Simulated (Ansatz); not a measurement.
Steps of a relaxation of CH4AlBrO, SMILES `[OH][AlH][CH2]Br` with RKS PBE-D4/def2-SVP.

```sh
$ ansatz run in.yaml --threads 4 --pin off --events-out ev --progress --plain --max-ram 10444MiB
```

```yaml
crystal:
  periodic: [false, false, false]
  atoms:
    - {symbol: O, position_ang: [-0.246300, 1.814400, -1.071900]}
    - {symbol: Al, position_ang: [-0.401000, 0.721900, 0.353100]}
    - {symbol: C, position_ang: [0.621700, -0.963900, 0.347700]}
    - {symbol: Br, position_ang: [0.204100, -2.043000, -1.151400]}
    - {symbol: H, position_ang: [-1.006500, 1.540400, -1.712800]}
    - {symbol: H, position_ang: [-1.339600, 1.100600, 1.590300]}
    - {symbol: H, position_ang: [1.762400, -0.725900, 0.292800]}
    - {symbol: H, position_ang: [0.497400, -1.501500, 1.296400]}
basis:
  gaussian: {orbitals: def2-SVP}
hamiltonian: {xc: pbe, dispersion: d4}
relax: {f_tol: 0.03, max_steps: 200}
```

Positions (Å) and forces (eV/Å) along the path, 16 of 17 steps:

```xyz
8
step=1 energy=-79762.4402 eV
O    -0.246    1.814   -1.072   -1.959   -1.523   -0.225
Al   -0.401    0.722    0.353    0.121    0.663   -1.043
C     0.622   -0.964    0.348    2.112    1.453    0.799
Br    0.204   -2.043   -1.151   -0.421   -0.709   -0.854
H    -1.006    1.540   -1.713    1.697    0.799    1.136
H    -1.340    1.101    1.590    0.014    0.066   -0.032
H     1.762   -0.726    0.293   -1.400   -0.276    0.038
H     0.497   -1.502    1.296   -0.165   -0.474    0.182
8
step=2 energy=-79762.6575 eV
O    -0.294    1.814   -1.050   -0.955   -1.061    0.069
Al   -0.421    0.703    0.330    0.159    0.531   -0.528
C     0.665   -0.947    0.371    0.793    0.603    0.695
Br    0.165   -2.039   -1.144   -0.201   -0.296   -0.488
H    -0.976    1.563   -1.732    0.774    0.474    0.431
H    -1.336    1.123    1.571   -0.025   -0.025   -0.025
H     1.769   -0.723    0.309   -0.496   -0.190   -0.108
H     0.520   -1.551    1.290   -0.049   -0.036   -0.046
8
step=3 energy=-79762.7716 eV
O    -0.316    1.751   -1.040    0.054   -0.213    0.443
Al   -0.425    0.707    0.339    0.086    0.015   -0.033
C     0.715   -0.908    0.421   -0.240   -0.102    0.238
Br    0.090   -1.958   -1.152   -0.083    0.074    0.052
H    -0.937    1.566   -1.754   -0.132    0.130   -0.463
H    -1.389    1.114    1.548   -0.003   -0.053   -0.027
H     1.795   -0.761    0.279    0.281    0.022   -0.065
H     0.558   -1.568    1.304    0.037    0.126   -0.146
8
step=4 energy=-79762.8319 eV
O    -0.318    1.744   -0.999   -0.292   -0.053   -0.422
Al   -0.469    0.665    0.327    0.150   -0.174    0.253
C     0.756   -0.886    0.459   -0.074   -0.028   -0.069
Br   -0.065   -1.905   -1.085    0.003    0.135    0.251
H    -0.827    1.607   -1.820    0.270    0.178    0.183
H    -1.469    1.030    1.519   -0.039   -0.086   -0.060
H     1.826   -0.760    0.200   -0.033   -0.018   -0.023
H     0.658   -1.550    1.343    0.016    0.046   -0.113
8
step=5 energy=-79762.8718 eV
O    -0.337    1.757   -0.966   -0.435   -0.027   -1.111
Al   -0.484    0.643    0.328   -0.001   -0.197    0.170
C     0.802   -0.854    0.487    0.094   -0.075   -0.264
Br   -0.218   -1.858   -0.974    0.053    0.155    0.216
H    -0.706    1.641   -1.878    0.479    0.168    0.990
H    -1.562    0.923    1.477    0.042   -0.078   -0.085
H     1.850   -0.770    0.114   -0.286   -0.035    0.080
H     0.749   -1.539    1.356    0.055    0.088    0.005
8
step=6 energy=-79762.8976 eV
O    -0.322    1.776   -0.928   -0.359    0.025   -1.269
Al   -0.526    0.593    0.296    0.072   -0.113    0.183
C     0.827   -0.843    0.481    0.098    0.017   -0.078
Br   -0.365   -1.868   -0.857    0.216    0.123    0.312
H    -0.576    1.714   -1.885    0.350    0.101    1.157
H    -1.646    0.805    1.420    0.059   -0.074   -0.116
H     1.838   -0.772    0.011   -0.390   -0.083    0.077
H     0.861   -1.461    1.406   -0.046    0.004   -0.265
8
step=7 energy=-79762.8810 eV rejected
O    -0.346    1.801   -0.917   -0.040   -0.056   -0.126
Al   -0.552    0.598    0.292    0.242   -0.108    0.032
C     0.795   -0.832    0.520    0.623   -0.072   -0.001
Br   -0.445   -1.873   -0.677   -0.170   -0.203   -0.295
H    -0.418    1.745   -1.882    0.077    0.012    0.148
H    -1.706    0.737    1.327   -0.358    0.092    0.269
H     1.730   -0.694   -0.061   -0.064   -0.047   -0.134
H     1.035   -1.539    1.344   -0.310    0.381    0.106
8
step=9 energy=-79762.9527 eV
O    -0.393    1.807   -0.902   -0.116    0.001   -0.162
Al   -0.539    0.595    0.303    0.038   -0.015    0.047
C     0.817   -0.833    0.461   -0.024    0.127    0.069
Br   -0.410   -1.908   -0.733   -0.053   -0.094   -0.055
H    -0.395    1.727   -1.868    0.091    0.029    0.132
H    -1.695    0.738    1.382    0.004    0.003    0.014
H     1.774   -0.755   -0.083    0.067   -0.040   -0.040
H     0.932   -1.428    1.385   -0.007   -0.012   -0.005
8
step=10 energy=-79762.9816 eV
O    -0.518    1.847   -0.899   -0.036   -0.116   -0.317
Al   -0.546    0.599    0.281   -0.024    0.016    0.108
C     0.811   -0.826    0.424   -0.008   -0.010   -0.025
Br   -0.418   -1.996   -0.683    0.011    0.040   -0.018
H    -0.265    1.767   -1.834    0.052    0.073    0.238
H    -1.679    0.716    1.385   -0.002    0.006    0.024
H     1.777   -0.797   -0.110    0.016    0.005   -0.094
H     0.929   -1.367    1.379   -0.009   -0.013    0.085
8
step=11 energy=-79762.9901 eV
O    -0.656    1.725   -0.976    0.203    0.160   -0.262
Al   -0.549    0.615    0.326   -0.225   -0.129    0.088
C     0.825   -0.801    0.432   -0.011    0.009   -0.076
Br   -0.448   -1.871   -0.747    0.122   -0.079    0.093
H    -0.126    1.698   -1.793   -0.136    0.022    0.243
H    -1.671    0.738    1.453    0.115    0.040   -0.061
H     1.789   -0.764   -0.109   -0.055   -0.014   -0.037
H     0.928   -1.396    1.358   -0.011   -0.010    0.011
8
step=12 energy=-79762.9870 eV rejected
O    -0.561    1.731   -0.933   -0.282    0.178   -0.017
Al   -0.651    0.568    0.323    0.405    0.081   -0.275
C     0.785   -0.775    0.376   -0.010   -0.331    0.205
Br   -0.447   -2.034   -0.631   -0.049    0.021    0.011
H     0.010    1.731   -1.713    0.030   -0.033    0.029
H    -1.743    0.742    1.443   -0.127   -0.008    0.049
H     1.700   -0.717   -0.244   -0.031    0.091    0.032
H     0.999   -1.304    1.325    0.065   -0.001   -0.035
8
step=13 energy=-79763.0102 eV
O    -0.640    1.748   -0.965    0.076    0.068   -0.100
Al   -0.572    0.597    0.307   -0.088   -0.036    0.023
C     0.813   -0.806    0.416    0.026   -0.028    0.007
Br   -0.449   -1.950   -0.686    0.031   -0.048    0.029
H    -0.089    1.753   -1.765   -0.046    0.009    0.099
H    -1.688    0.732    1.430    0.039    0.012   -0.023
H     1.762   -0.767   -0.154   -0.041    0.000   -0.006
H     0.956   -1.363    1.361    0.001    0.023   -0.029
8
step=14 energy=-79763.0170 eV
O    -0.632    1.765   -0.961    0.041    0.024   -0.048
Al   -0.585    0.588    0.290   -0.023   -0.040    0.007
C     0.808   -0.811    0.402   -0.024   -0.001    0.005
Br   -0.467   -2.015   -0.613    0.032    0.003    0.016
H    -0.045    1.813   -1.732   -0.024   -0.003    0.054
H    -1.716    0.709    1.396    0.016    0.009   -0.006
H     1.736   -0.776   -0.201   -0.021   -0.009   -0.009
H     0.993   -1.329    1.362    0.004    0.018   -0.019
8
step=15 energy=-79763.0168 eV rejected
O    -0.615    1.767   -0.960   -0.011   -0.034    0.045
Al   -0.602    0.580    0.286   -0.030    0.012    0.028
C     0.794   -0.811    0.403    0.031    0.026   -0.103
Br   -0.478   -2.050   -0.567    0.013    0.009    0.006
H     0.004    1.822   -1.703    0.012    0.001   -0.008
H    -1.745    0.702    1.378   -0.007    0.014   -0.012
H     1.691   -0.745   -0.242    0.017   -0.042    0.001
H     1.042   -1.322    1.350   -0.027    0.015    0.042
8
step=16 energy=-79763.0183 eV
O    -0.626    1.766   -0.959   -0.012    0.001    0.021
Al   -0.594    0.582    0.287   -0.004   -0.005   -0.006
C     0.803   -0.811    0.398    0.003    0.002   -0.027
Br   -0.470   -2.037   -0.589    0.004   -0.004    0.018
H    -0.021    1.825   -1.713    0.018   -0.001   -0.010
H    -1.730    0.706    1.386    0.005    0.000   -0.002
H     1.717   -0.774   -0.224   -0.007    0.006    0.014
H     1.014   -1.315    1.360   -0.006   -0.001   -0.008
8
step=17 energy=-79763.0185 eV
O    -0.623    1.769   -0.958    0.003   -0.002   -0.008
Al   -0.600    0.578    0.282    0.009    0.008   -0.002
C     0.800   -0.811    0.391   -0.005   -0.006    0.003
Br   -0.476   -2.056   -0.564    0.012    0.009   -0.003
H    -0.003    1.838   -1.700   -0.008   -0.007    0.016
H    -1.739    0.701    1.377   -0.003   -0.002    0.000
H     1.708   -0.770   -0.239   -0.009   -0.013   -0.002
H     1.025   -1.306    1.355    0.000    0.012   -0.003
```

Run time 16 s (4 threads of an Arm Neoverse V2 on a shared host); peak host memory 0.15 GiB.
